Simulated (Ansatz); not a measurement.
Harmonic frequencies (cm⁻¹) at PBE0-D4/def2-TZVP from Ansatz: 96, 122, 145, 152, 203, 234, 308, 324, 475, 770, 834, 3920.

Each molecule was computed in one conformer, which needn't be the lowest.

**Question.** Which molecule is it?
A. `[NH2][Ti]([F])([F])[Cl]`
B. `[Cl][Ti]([Cl])([I])[I]`
C. `[OH][Ti]([F])([Cl])[I]`
D. `C#[C][Ti]([F])([F])[C]#C`

**Answer.** C.
